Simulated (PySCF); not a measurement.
# Atomic charges against the basis set

C₂H₁₀Si₂.
SMILES with atom numbers: `[CH3:1][SiH2:2][SiH2:3][CH3:4]` (hydrogens: H5, H6, H7 on C1; H8, H9 on Si2; H10, H11 on Si3; H12, H13, H14 on C4)

PBE0 throughout (PySCF), one geometry, spherical d and f functions. Isolated species at its PBE0-D3(BJ)/def2-SVP geometry (one conformer only). Atoms taken as equivalent share a column and are averaged.

Mulliken charges (e):

| basis | functions | C1/C4 | Si2/Si3 | H5 (×6) | H8/H9/H10/H11 |
| --- | --- | --- | --- | --- | --- |
| STO-3G | 38 | -0.392 | +0.425 | +0.072 | -0.125 |
| 6-31G | 64 | -0.804 | +0.421 | +0.196 | -0.102 |
| pcSseg-0 | 64 | -1.144 | +0.391 | +0.264 | -0.020 |
| 6-31G* | 84 | -0.757 | +0.285 | +0.200 | -0.065 |
| cc-pVDZ | 114 | -0.263 | +0.145 | +0.071 | -0.047 |
| def2-SVP | 114 | -0.353 | +0.234 | +0.082 | -0.064 |
| 6-311+G(2d,p) | 184 | -0.711 | +0.342 | +0.166 | -0.064 |
| aug-cc-pVDZ | 190 | +0.375 | -0.255 | -0.240 | +0.299 |
| def2-TZVP | 196 | -0.499 | +0.118 | +0.144 | -0.026 |
| IGLO-III | 258 | -0.613 | +0.514 | +0.147 | -0.171 |
| cc-pVTZ | 268 | -0.387 | +0.131 | +0.111 | -0.039 |

IAO charges (e):

| basis | functions | C1/C4 | Si2/Si3 | H5 (×6) | H8/H9/H10/H11 |
| --- | --- | --- | --- | --- | --- |
| STO-3G | 38 | -0.641 | +0.497 | +0.130 | -0.123 |
| 6-31G | 64 | -0.685 | +0.349 | +0.163 | -0.076 |
| pcSseg-0 | 64 | -0.685 | +0.325 | +0.162 | -0.063 |
| 6-31G* | 84 | -0.689 | +0.439 | +0.156 | -0.108 |
| cc-pVDZ | 114 | -0.688 | +0.440 | +0.155 | -0.108 |
| def2-SVP | 114 | -0.682 | +0.449 | +0.152 | -0.112 |
| 6-311+G(2d,p) | 184 | -0.712 | +0.464 | +0.160 | -0.115 |
| aug-cc-pVDZ | 190 | -0.701 | +0.442 | +0.158 | -0.108 |
| def2-TZVP | 196 | -0.715 | +0.470 | +0.160 | -0.117 |
| IGLO-III | 258 | -0.715 | +0.469 | +0.160 | -0.117 |
| cc-pVTZ | 268 | -0.712 | +0.459 | +0.160 | -0.114 |

Hirshfeld charges (e):

```csv
basis,functions,C1/C4,Si2/Si3,H5 (×6),H8/H9/H10/H11
STO-3G,38,-0.125,+0.275,+0.011,-0.091
6-31G,64,-0.187,+0.209,+0.045,-0.078
pcSseg-0,64,-0.193,+0.240,+0.038,-0.080
6-31G*,84,-0.186,+0.207,+0.047,-0.080
cc-pVDZ,114,-0.198,+0.233,+0.045,-0.085
def2-SVP,114,-0.202,+0.241,+0.045,-0.086
"6-311+G(2d,p)",184,-0.207,+0.237,+0.045,-0.083
aug-cc-pVDZ,190,-0.216,+0.238,+0.047,-0.081
def2-TZVP,196,-0.210,+0.234,+0.047,-0.082
IGLO-III,258,-0.214,+0.239,+0.046,-0.081
cc-pVTZ,268,-0.209,+0.234,+0.047,-0.083
```

Some averages cover members that differ in this geometry, most widely: H5 (×6), Mulliken in aug-cc-pVDZ -0.321 to -0.197 e.

Problem. Which scheme is steadiest as the basis changes?

Solution. Largest range over the bases for any column: Hirshfeld 0.09 e, IAO 0.17 e, Mulliken 1.52 e. Hirshfeld charges move least and Mulliken charges most, counted in e. Without the minimal STO-3G basis the ranges are Hirshfeld 0.03, IAO 0.14, Mulliken 1.52 e.

Problem. How much do the charges still move between the two largest bases, IGLO-III and cc-pVTZ?

Solution. At most, over all atoms: Mulliken 0.384 e, IAO 0.010 e, Hirshfeld 0.005 e.

Problem. What do the same runs give for the total energy and the frontier levels?

Solution. 
```csv
basis,energy (Eh),HOMO (eV),LUMO (eV)
STO-3G,-653.2655,-5.74,6.45
6-31G,-660.7647,-7.75,0.68
pcSseg-0,-660.0006,-8.19,0.40
6-31G*,-660.8339,-7.61,0.48
cc-pVDZ,-660.8703,-7.64,0.47
def2-SVP,-660.6341,-7.72,0.42
"6-311+G(2d,p)",-660.9171,-7.71,-0.26
aug-cc-pVDZ,-660.8773,-7.69,-0.27
def2-TZVP,-660.9236,-7.69,0.03
IGLO-III,-660.9285,-7.72,0.01
cc-pVTZ,-660.9282,-7.69,0.14
```
